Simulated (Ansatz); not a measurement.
Ansatz (a program for electronic structure) input (B3LYP/6-31G*):

Ansatz 0.2 input:
```yaml
crystal:
  periodic: [false, false, false]
  atoms:
    - {symbol: Si, position_ang: [0.12238200, -0.03851100, -0.02483500]}
    - {symbol: O, position_ang: [1.53146100, -0.48192200, -0.31077600]}
    - {symbol: F, position_ang: [-0.69871600, -0.24613600, 1.29774600]}
    - {symbol: F, position_ang: [-0.85295400, 0.73441800, -0.98286900]}
basis:
  gaussian:
    orbitals: 6-31G*
hamiltonian:
  xc: {name: B3LYP}
total_charge: 1
magnetization: {spin_polarized: true, initial_magnetization: 1}
```

Output:

```
Functional definition: B3LYP
integrals: 0.02 GiB planned
540 factors; integrals over basis functions are off by at most 9.4e-4 eV
mean field: 0.25 GiB planned
mean field evaluation 1: about -15337.7111 eV, gradient 6.0e1 eV
mean field evaluation 2: about -15309.1968 eV, gradient 1.1e2 eV
mean field evaluation 4: about -15348.6988 eV, gradient 6.0e0 eV
mean field evaluation 8: about -15348.9291 eV, gradient 1.4e-1 eV
mean field evaluation 16: about -15348.9292 eV, gradient 1.3e-4 eV
mean field -15348.92923501 eV, -564.0627455088 hartree, gradient 1.4e-5 eV, S^2 0.752859; 1 other end points of the search recorded, 0 dependent functions left out
reference -15348.92941719 eV, -564.0627522038 hartree; 20, 19 occupied and 44, 45 virtual orbitals, 540 factors
Total energy: -15348.92941719 eV, -564.0627522038 hartree
```

The dipole moment of an ion depends on the origin.

The geometry given is a B3LYP-D3(BJ)/def2-TZVP minimum of the species of charge 0 and multiplicity 1, not of this state.
